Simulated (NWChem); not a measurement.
System: Zn

Computed with NWChem. Ions are spin-unrestricted doublets at the neutral geometry; other ion states weren't tried. Functional: LC-ωPBE (HJS hole) with def2-SVP; the question gives the range parameter ω in 1/bohr.

Problem. Predict the results for range parameter (1/bohr) 0.40. Quantities: vertical ionisation energy, ΔSCF (eV); −ε(HOMO) (eV).

Solution. 
| Quantity | Value |
|---|---|
| vertical ionisation energy, ΔSCF (eV) | 8.62 |
| −ε(HOMO) (eV) | 8.54 |
